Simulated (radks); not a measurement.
Results of a calculation; reference values are marked as such.
Spherical quantum dot in the effective-mass picture: electrons in a parabolic well V = omega^2 r^2 / 2 with omega = 0.0711, with a point charge +1 (a donor) at the centre, all in effective atomic units (hartree* = m*/eps^2 hartree, bohr* = eps/m* bohr), one dielectric constant everywhere. Level of theory: non-relativistic Kohn-Sham, exchange-only LDA, spin-polarised, spherical densities (a radial shooting solver with Libxc functionals). Levels are named by radial order and angular momentum (1s, 1p, 1d, 2s, ...), and open shells are averaged over m. Results are scaled to m* = 0.14 and eps = 9.7, for which hartree* = 40.49 meV and bohr* = 3.666 nm. At N = 20 the configuration is 1s2 1p(up 3, down 0) 1d(up 5, down 0) 2s(up 1, down 0) 1f(up 7, down 0) 2p(up 2, down 0). Does electron 21 go into 3s up or 1g up or 2p up?

Answer. Into 1g up. The total energies of the other choices lie higher by 0.0451 meV (2p up), 0.161 meV (3s up).
